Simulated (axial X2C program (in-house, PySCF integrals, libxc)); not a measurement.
# Br₂: computed against measured constants

Calculated with an in-house all-electron X2C program for linear molecules (integrals from PySCF). Spin-free means the one-electron spin-free X2C Hamiltonian; two-component (2c) means X2C with spin–orbit coupling and atomic mean-field two-electron Coulomb and Gaunt terms, so the difference of the two also holds small scalar two-electron terms. Basis: Br dyall-cv3z [8s9p6d4f1g] (cores contracted in-house); Gaussian nuclei, density fitting, unrestricted open shells. Masses: Br 78.918 u.

```csv
Hamiltonian,level,Re (Å),ωe (cm⁻¹),ωexe (cm⁻¹),De (eV)
spin-free,PBE0,2.277,336.5,0.847,2.25
spin-free,HF,2.270,354.6,0.749,0.650
spin-free,MP2,2.279,338.2,0.877,2.14
spin-free,CCSD,2.295,326.8,0.928,1.88
spin-free,CCSD(T),2.303,318.5,1.03,2.01
spin-free,r2SCAN,2.291,325.3,0.854,2.29
2c,PBE0,2.281,333.3,0.874,2.06
2c,HF,2.274,352.2,0.764,0.339
2c,MP2,2.283,335.7,0.896,1.87
2c,CCSD,2.298,324.1,0.951,1.60
2c,CCSD(T),2.306,315.6,1.06,1.74
2c,r2SCAN,2.294,322.3,0.88,n/a
```

De refers to Br + Br.

Correlated methods: 14 electrons correlated (number of frozen shells: Br 3 s, 2 p, 1 d), 226 virtual spin orbitals or spinors in MP2, 90 natural virtuals in coupled cluster.

Measured (Huber and Herzberg, Constants of Diatomic Molecules, 1979; state 1Σg+): Re (Å) 2.28105, ωe (cm⁻¹) 325.321, ωexe (cm⁻¹) 1.0774.

Problem. Work out the error of each level, computed minus measured.

Solution. 

```
Hamiltonian    level  Re (Å)  ωe (cm⁻¹)  ωexe (cm⁻¹)
  spin-free     PBE0  -0.004       11.2        -0.23
  spin-free       HF  -0.011       29.3        -0.33
  spin-free      MP2  -0.002       12.9        -0.20
  spin-free     CCSD   0.014        1.5        -0.15
  spin-free  CCSD(T)   0.022       -6.8        -0.05
  spin-free   r2SCAN   0.010        0.0        -0.22
         2c     PBE0   0.000        8.0        -0.20
         2c       HF  -0.007       26.9        -0.31
         2c      MP2   0.002       10.4        -0.18
         2c     CCSD   0.017       -1.2        -0.13
         2c  CCSD(T)   0.025       -9.7        -0.02
         2c   r2SCAN   0.013       -3.0        -0.20
```

The state is one determinant whose occupation by symmetry is held fixed; it was picked as the lowest of a PBE0 search that is not exhaustive. The closed shell is kept restricted, so the energy runs too high when the bond is stretched far. De is counted from the lowest determinant-based energies of the atoms at the same level, without counterpoise correction. De is not given where an atomic determinant may have missed its ground term or J level, or where the truncated virtual space spoils (T). CCSD and (T) use frozen natural virtuals with an MP2 correction for the truncation; (T) itself is uncorrected, so its De runs slightly low. Without a current term, density functionals place determinants with orbital angular momentum somewhat too high.
